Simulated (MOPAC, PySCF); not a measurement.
H7GaN2Si, SMILES `[NH2][Ga]([NH2])[SiH3]`, neutral singlet in the gas phase. 

Cartesian coordinates (Å):
```xyz
11

N      0.7126     1.8927    -0.2517
Ga     0.3467     0.1197    -0.0590
N      1.7927    -0.9788    -0.1857
Si    -1.8631    -0.6802     0.3312
H      0.0100     2.6115    -0.2088
H      1.6273     2.2755    -0.4285
H      2.7353    -0.6660    -0.3526
H      1.7438    -1.9796    -0.0964
H     -1.9230    -1.5396     1.5450
H     -2.8159     0.4465     0.5244
H     -2.3530    -1.4952    -0.8141
```
Charge 0, multiplicity 1.

All levels are single points at this geometry (r2SCAN-D4/def2-TZVP); Pople sets use spherical d functions. Orbital energies aren't observables, and empty levels follow the basis.

```csv
level,HOMO (eV),LUMO (eV),gap (eV),dipole (D),"vertical IE, Delta-SCF (eV)"
r2SCAN-D4/def2-TZVP in PySCF,-5.62,-0.99,4.63,1.11,–
B3LYP/3-21G in PySCF,-5.67,0.06,5.73,1.71,–
B3LYP/LANL2DZ in PySCF,-6.22,-0.21,6.01,1.14,–
M06-2X/6-31G* in PySCF,-7.78,0.52,8.30,1.20,–
PBE/6-31G* in PySCF,-4.95,-0.85,4.10,1.32,8.14
SVWN5/6-31G* in PySCF,-5.08,-1.00,4.08,1.33,8.35
HF/6-31G* in PySCF,-9.93,2.58,12.50,0.97,–
AM1 in MOPAC,-9.11,-1.25,7.86,1.63,–
PM7 in MOPAC,-8.78,0.93,9.71,0.31,–
```
